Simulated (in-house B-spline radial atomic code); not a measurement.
A calculation on Hg4+ (an excited or competing configuration): its settings, and results tabulated from the run. All numbers are computed (Dirac-Hartree-Fock, average of the jj configuration; Fermi nucleus of rms radius 5.4648 fm) with an all-electron radial atomic-structure program (B-spline basis), not measured.

In the input, a minus or plus after the letter marks the j = l - 1/2 or j = l + 1/2 subshell.

Command:
```bash
python run_scf.py task.json out
```
Settings (nuclear radius in fm, mass in u):
```
Z                80
configuration    1s2 2s2 2p6 3s2 3p6 3d10 4s2 4p6 4d10 4f14 5s2 5p6 5d-1 5d+6 7d+1
hamiltonian      dirac
method           hf
spin_polarised   False
nucleus          fermi
rms_radius       5.4648
atomic_mass      201.97064
speed_of_light   137.035999084
```

Output (hartree, bohr):
```
 radial grid: 77 intervals, B-splines of order 8, outer radius 52.1277 bohr

 iter        energy (Eh)    residual
    1      -19639.651162    9.24e-01
    2      -19642.780727    1.25e-01
    3      -19643.012609    4.27e-02
    4      -19643.034247    1.81e-02
    5      -19643.038000    3.33e-03
    6      -19643.038213    4.77e-04
    7      -19643.038215    2.76e-04
    8      -19643.038216    3.78e-05
    9      -19643.038216    1.97e-06
   10      -19643.038216    8.50e-08

 total energy                    -19643.03822
 kinetic                           22637.6688
 electron-nucleus                 -49373.0529
 electron-electron                  7092.3459

 first-order corrections (not in the total)
   Gaunt                            25.3501
   retardation                      -2.6885
   frequency dependence             -0.4971
   self-energy                      18.9967
   Uehling                          -3.9089
   Wichmann-Kroll                    0.1739
   recoil                            0.0321

 orbital      occ     eigenvalue          <r>       <r^2>       <1/r>       r_max    small
 1s1/2      2.000     -3076.6193    0.0165906 0.000380887     97.4979     0.01023  9.25e-02
 2s1/2      2.000      -552.6385    0.0692173   0.0057352     24.0263     0.05933  2.13e-02
 2p1/2      2.000      -529.2341    0.0569989  0.00406427      23.939     0.04368  2.13e-02
 2p3/2      4.000      -457.5501    0.0656314  0.00524635     19.4012     0.05113  1.89e-02
 3s1/2      2.000      -135.4868     0.179786   0.0371224     8.83007      0.1668  7.14e-03
 3p1/2      2.000      -125.0125     0.170393   0.0339051     8.72858      0.1558  7.07e-03
 3p3/2      4.000      -108.9214     0.186109    0.040242     7.55047      0.1708  6.38e-03
 3d3/2      4.000       -91.8020     0.162261   0.0309202     7.42872      0.1331  6.24e-03
 3d5/2      6.000       -88.4024     0.167028   0.0326354     7.16283      0.1372  6.05e-03
 4s1/2      2.000       -33.0122     0.399026    0.179752     3.72024      0.3762  2.40e-03
 4p1/2      2.000       -28.4781     0.401592    0.183522     3.60764      0.3747  2.31e-03
 4p3/2      4.000       -24.5582      0.43383    0.213912     3.22026      0.4046  2.07e-03
 4d3/2      4.000       -17.1364     0.441966    0.225712     3.01093      0.3979  1.86e-03
 4d5/2      6.000       -16.4277     0.452121    0.235951     2.92304      0.4071  1.79e-03
 4f5/2      6.000        -6.8244      0.47451    0.269894     2.56385      0.3656  1.42e-03
 4f7/2      8.000        -6.6790     0.482407    0.279446     2.52339      0.3703  1.39e-03
 5s1/2      2.000        -7.3899     0.905598    0.917553     1.50318      0.8324  5.98e-04
 5p1/2      2.000        -5.6857     0.963233     1.04317     1.39864      0.8733  5.33e-04
 5p3/2      4.000        -5.1195      1.04826     1.23439     1.25691      0.9473  4.55e-04
 5d3/2      1.000        -2.8115      1.27287     1.84704     1.01837       1.097  3.13e-04
 5d5/2      6.000        -2.7461      1.30709     1.94524    0.985651       1.127  2.95e-04
 7d5/2      1.000        -0.5805      5.99575     40.1112    0.218122       6.142  2.58e-05
```

Run time, properties included: 1.4 s on 1 thread of Arm Neoverse V2, with other jobs on the host.

For the Dirac Hamiltonian the kinetic term is c α·p + (β - 1)c².
